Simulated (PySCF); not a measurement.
## Spin states of SeCl

Unrestricted PBE0; basis Se cc-pVTZ-PP with ECP10, Cl cc-pV(T+d)Z; scalar-relativistic core potentials; PySCF 2.14. Outer shells of the fragments: Se 3d10 4s2 4p4; Cl 3s2 3p5.

Followed along the bond (rough minima from three points):

```json
{"2Ms+1": "2", "unpaired": "π ↑", "⟨S²⟩ at the start": "0.75", "R at minimum (Å)": "2.13", "Te (eV)": "0.00"}
{"2Ms+1": "4", "unpaired": "σ ↑, π ↑↑", "⟨S²⟩ at the start": "3.75", "R at minimum (Å)": "none in the scan", "Te (eV)": "≤ 1.71"}
```

Solutions found at the starting distance of 2.085 Å, counted from the lowest of them; the search is not exhaustive and high or unbound solutions are not listed, so other states can lie among these:

| 2Ms+1 | unpaired | term | E (eV) | ⟨S²⟩ | ⟨Lz²⟩ | μ (D) |
| --- | --- | --- | --- | --- | --- | --- |
| 2 | π ↑ | ²Π | 0.00 | 0.75 | 1.01 | -0.60 |
| 4 | σ ↑, π ↑↑ | ⁴Σ⁻ | 2.35 | 3.75 | 0.00 | -1.00 |
| 2 | σ ↓, π ↑↑ | mixed | 2.90 | 1.76 | 0.00 | -0.86 |
| 2 | σ ↑, π ↑↓ | mixed | 2.92 | 1.76 | 2.02 | -0.80 |
| 2 | σ ↑ | mixed | 3.87 | 0.76 | 2.01 | -0.45 |
| 4 | σ ↑, π ↑↑ | mixed | 6.05 | 3.76 | 2.02 | 2.43 |
| 4 | σ ↑↑, π ↑ | ⁴Π | 6.69 | 3.76 | 1.01 | 0.76 |
| 2 | π ↑ | ²Π | 7.44 | 0.78 | 1.01 | -0.46 |

A term symbol is given only where ⟨S²⟩ and ⟨Lz²⟩ are close to those of a pure state; real π, δ and φ orbitals otherwise mix terms. A positive dipole means Se(−)Cl(+).

Spin–orbit coupling is left out. Counting both spins, an empty level lies below a filled one in some of these solutions, because spin and occupation are held.
